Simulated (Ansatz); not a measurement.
Consider the formal hydrolysis of a C–Si bond: `N[SiH2]C1=CS1` + H₂O → `OC1=CS1` + `N[SiH3]`.

Program: Ansatz. Geometries: PBE0-D4/def2-TZVP. ΔE: electronic, gas phase. CCSD(T)/CBS is the MP2 limit (def2-TZVPP, def2-QZVPP) plus CCSD(T) − MP2 in def2-TZVPP, frozen cores. This one scheme is used for every species. Functionals use def2-TZVPP. B3LYP here is the variant with VWN-RPA as its local correlation; programs differ in this. One conformer a species, not always the lowest.

```csv
level,ΔE (eV)
r2SCAN-D4,1.11
B3LYP-D4,1.13
ωB97M-V,1.13
B2PLYP,1.15
r2SCAN,1.10
SCS-MP2/def2-TZVPP,1.25
MP2/def2-QZVPP,1.36
CCSD/CBS(def2),1.30
```

(1) What does CCSD(T)/CBS give? (An estimate is asked.)

Largest T1 diagnostic among the species: 0.013.

Results:

(1) Computed: +1.31 eV. The listed levels differ from it by -0.20, -0.18, -0.18, -0.16, -0.21, -0.06, 0.05, -0.01 eV.

In def2-TZVPP, CCSD(T) changes the Hartree–Fock value by +0.13 eV (the triples alone add +0.01 eV) and MP2 by +0.21 eV. The D4 term adds +0.08 eV with B3LYP and +0.05 eV with PBE0; it sums over pairs of atoms, weighted by their polarisabilities, and B3LYP, whose exchange is more repulsive, gets the larger term. From PBE to PBE0 (25 % exact exchange), in def2-TZVPP and without D4, ΔE moves by +0.04 eV.
